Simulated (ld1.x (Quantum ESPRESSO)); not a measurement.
# gold: excitation energies, all-electron against TM

* Element: gold (Au)
* Generator: ld1.x (Quantum ESPRESSO) 7.5
* Type: norm-conserving Troullier–Martins (Kleinman–Bylander form)
* Functional: LDA (PZ)
* Relativity: scalar-relativistic
* Frozen core: [Kr] 4d10 4f14
* Valence charge: 19
* Reference configuration: 5s2 5p6 5d9.5 6s0 6p0 (charge +1.5)
* Partial waves: 5s (bound): rc 1.50 bohr; 5p (bound): rc 1.90 bohr; 5d (bound): rc 2.10 bohr; 5f channel at 0.15 Ry: rc 2.00 bohr
* Local potential: the f channel
* Core correction: Bessel-smoothed model core inside 1.55 bohr

Energies are relative to the spin-unpolarised reference configuration 5s2 5p6 5d9.5 6s0 6p0; without spin polarisation the order of configurations can differ from experiment. Spin-polarised rows fill each open shell by Hund’s rule, majority spin first.

```csv
valence configuration,charge,ΔE all-electron (eV),error AE − PS (meV)
5s2 5p6 5d10 6s1 6p0,0,-19.024,-1516
5s2 5p6 5d9 6s0 6p0,+2,12.252,-2.6
5s2 5p6 5d10 6s0 6p1,0,-13.625,+323
5s2 5p6 5d9 6s1 6p1,0,-11.506,-1415
5s2 5p6 5d10 6s0.5 6p0,+0.5,-15.076,-850
5s2 5p6 5d9 6s2 6p0,0,-17.422,-3497
5s2 5p6 5d10 6s1 6p0 (spin-polarised),0,-19.157,-1511
```

(1) What are ΔE and the potential's error for 5s2 5p6 5d9.5 6s0 6p0 (spin-polarised)?

(2) What are ΔE and the potential's error for 5s2 5p6 5d10 6s0 6p0?

## Answers

(1) ΔE = -0.034 eV all-electron; the error (AE − PS) is +2.5 meV.

(2) ΔE = -9.249 eV all-electron; the error (AE − PS) is +0.6 meV.

These tests converged, but a pseudo level misses the all-electron one widely, so the file describes the atom poorly there or has found another state: 5s2 5p6 5d9 6s0 6p0: empty 6s by 2.5 eV; 5s2 5p6 5d9 6s1 6p1: 6s by 1.8 eV.
